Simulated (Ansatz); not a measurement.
Input for Ansatz (a quantum-chemistry and plane-wave program): R-r2SCAN/def2-TZVPPD on H4N2OSi (a complex). Files ending in .json are basis or fitting sets from the Basis Set Exchange.

Ansatz 0.2 input:
```yaml
crystal:
  periodic: [false, false, false]
  atoms:
    - {symbol: N, position_ang: [0.15313107, -0.64639390, -1.14563864]}
    - {symbol: N, position_ang: [0.36035999, -0.46325078, -0.09117521]}
    - {symbol: O, position_ang: [0.88387094, 0.08126653, 3.01342041]}
    - {symbol: Si, position_ang: [-0.51009422, 0.19510758, 3.88783577]}
    - {symbol: H, position_ang: [0.81664006, -0.08376803, 2.06890922]}
    - {symbol: H, position_ang: [-1.37025471, 1.30727261, 3.41011032]}
    - {symbol: H, position_ang: [-0.10045016, 0.44665656, 5.28365764]}
    - {symbol: H, position_ang: [-1.30739750, -1.05561734, 3.81773908]}
basis:
  gaussian:
    orbitals: def2-TZVPPD.json
hamiltonian:
  xc: {name: r2SCAN}
scf: {lower_state_search: off}
```

It printed:

```
Functional definition: r2SCAN
[...]
these checks for a lower state are left out or cut short: stability, starts, cluster_reference, orbital_swaps, neighbouring_geometries, increment
integrals: 0.14 GiB planned
1083 factors; their error is unknown
mean field: 0.98 GiB planned
mean field evaluation 1: about -12963.9174 eV, gradient 6.2e1 eV
mean field evaluation 2: about -12945.3370 eV, gradient 1.1e2 eV
mean field evaluation 4: about -12970.2042 eV, gradient 3.9e0 eV
mean field evaluation 8: about -12970.2138 eV, gradient 3.9e-1 eV
mean field evaluation 16: about -12970.2139 eV, gradient 3.5e-6 eV
mean field -12970.21390270 eV, -476.6465693975 hartree, gradient 3.7e-6 eV, S^2 0.000000; 0 other end points of the search recorded, 0 dependent functions left out
reference -12970.21391854 eV, -476.6465699796 hartree; 20, 20 occupied and 210, 210 virtual orbitals, 1083 factors
Total energy: -12970.21391854 eV, -476.6465699796 hartree
Checks for a lower state left out: stability, starts, cluster_reference, orbital_swaps, neighbouring_geometries, increment
```

Self-consistency was reached.

Cost: around 4 core-seconds (rough).
